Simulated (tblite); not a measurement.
C7H14N2Si.
Structure used (GFN2-xTB), in Å, numbered top down from 1:
```
atom  x, y, z in Å
C1     3.440   -2.215   -0.240
C2     2.412   -1.343   -0.774
C3     1.563   -0.629   -1.229
C4     0.528    0.237   -1.737
Si5   -0.387    1.061   -0.280
N6     0.797    2.091    0.436
C7    -2.114    1.858   -0.431
C8    -2.646    0.768    0.503
N9    -1.408    0.022    0.643
C10   -1.333   -1.169    1.435
H11    4.396   -1.693   -0.206
H12    3.546   -3.101   -0.866
H13    3.177   -2.530    0.771
H14    0.980    0.999   -2.372
H15   -0.158   -0.349   -2.349
H16    0.589    2.628    1.262
H17    1.769    1.831    0.408
H18   -2.585    1.847   -1.407
H19   -2.206    2.857   -0.021
H20   -2.999    1.156    1.466
H21   -3.443    0.157    0.065
H22   -1.537   -0.959    2.493
H23   -2.060   -1.913    1.090
H24   -0.333   -1.589    1.346
```

Level: GFN2-xTB in tblite, geometry and Hessian alike; calculated harmonic values, unscaled, isolated species. Errors from tens to a few hundred cm⁻¹ against measured bands are possible. One conformer, not necessarily the lowest. The optimisation stopped once no atom felt more than 0.01 eV/Å.

Lowest wavenumbers of the output (negative numbers stand for imaginary wavenumbers):
```
mode    cm-1
  1     -21.8
  2      16.1
  3      46.5
  4      79.6
  5      92.9
  6     140.7
  7     160.9
  8     169.2
```

Is this structure a minimum?

Not by this Hessian. 1 mode is imaginary beyond 20i (22i cm⁻¹), so at this level the point lies at or near a first-order saddle. The curvature is small, so loose convergence or finite differences may be the whole cause.

Which atoms move in the imaginary mode?

22i: H13 (methyl hydrogen) 34 %, H11 (methyl hydrogen) 32 %, H12 (methyl hydrogen) 31 %. These are shares of the mass-weighted motion.

What is the remedy?

Step along that mode in both directions, optimise again with tighter thresholds and repeat the frequencies. The zero-point energy of this point (123.6 kcal/mol) counts the 65 real modes alone, and thermal corrections from it aren't those of a minimum.
